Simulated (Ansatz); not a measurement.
Geometry optimisation, Ansatz 0.2.0, RKS B3LYP/def2-SVP.

Input file:

```yaml
crystal:
  periodic: [false, false, false]
  atoms:
    - { symbol: Si, position_ang: [-0.405522, -0.780556, -0.062668] }
    - { symbol: O, position_ang: [0.800038, 0.016423, 0.873642] }
    - { symbol: Cl, position_ang: [0.480515, -1.313966, -1.830731] }
    - { symbol: Cl, position_ang: [-0.986876, -2.473491, 0.977612] }
    - { symbol: H, position_ang: [-1.599354, 0.045569, -0.299533] }
    - { symbol: H, position_ang: [0.920971, 2.006024, -0.20275] }
    - { symbol: Br, position_ang: [0.099073, 2.588464, -1.282975] }
    - { symbol: H, position_ang: [0.691055, -0.088368, 1.827502] }
basis:
  gaussian: { orbitals: def2-SVP }
hamiltonian:
  xc: b3lyp
relax:
  f_tol: 0.03
  max_steps: 50
```

Run as:

```bash
$ ansatz run input.yaml --threads 2 --pin off --max-ram 3072MiB --backend cpu --events-out ev --progress --plain --runs-dir out
```

Task: Where does it end, and by what steps?

Result: The forces met the threshold. The force dipped under the threshold on the way, but the program's further checks kept it going. After 27 steps the energy has fallen by 0.243 eV; Br7 moved furthest, 1.41 Å.

| step | energy less start (eV) | largest force component (eV/Å) | accepted |
| --- | --- | --- | --- |
| 0 | 0.0000 | 1.057 | yes |
| 1 | -0.0787 | 0.764 | yes |
| 2 | -0.1124 | 0.334 | yes |
| 3 | -0.1332 | 0.486 | yes |
| 4 | -0.1467 | 0.502 | yes |
| 5 | -0.1649 | 0.247 | yes |
| 6 | -0.1766 | 0.484 | yes |
| 7 | -0.1916 | 0.335 | yes |
| 8 | -0.1929 | 0.834 | yes |
| 9 | -0.2102 | 0.229 | yes |
| 10 | -0.2178 | 0.148 | yes |
| 11 | -0.2297 | 0.196 | yes |
| 12 | -0.2317 | 0.150 | yes |
| 13 | -0.2235 | 0.857 | no |
| 14 | -0.2348 | 0.070 | yes |
| 15 | -0.2373 | 0.047 | yes |
| 16 | -0.2365 | 0.254 | no |
| 17 | -0.2383 | 0.016 | yes |
| 18 | -0.2394 | 0.062 | yes |
| 19 | -0.2400 | 0.114 | yes |
| 20 | -0.2404 | 0.095 | yes |
| 21 | -0.2415 | 0.090 | yes |
| 22 | -0.2420 | 0.081 | yes |
| 23 | -0.2423 | 0.049 | yes |
| 24 | -0.2424 | 0.034 | yes |
| 25 | -0.2426 | 0.017 | yes |
| 26 | -0.2427 | 0.014 | yes |
| 27 | -0.2428 | 0.015 | yes |

```xyz
8
Properties=species:S:1:pos:R:3
Si -0.489 -1.017 -0.136
O 0.577 0.169 0.326
Cl 0.436 -2.359 -1.399
Cl -1.173 -2.042 1.518
H -1.596 -0.333 -0.820
H 0.467 2.119 -0.026
Br 0.402 3.536 -0.279
H 1.375 -0.073 0.816
```

Whether the end is a true minimum wasn't checked by a vibrational analysis.

Run time: 120 s on 2 threads of Intel(R) Xeon(R) Platinum 8488C (Sapphire Rapids) (shared host), peak memory 0.32 GiB.
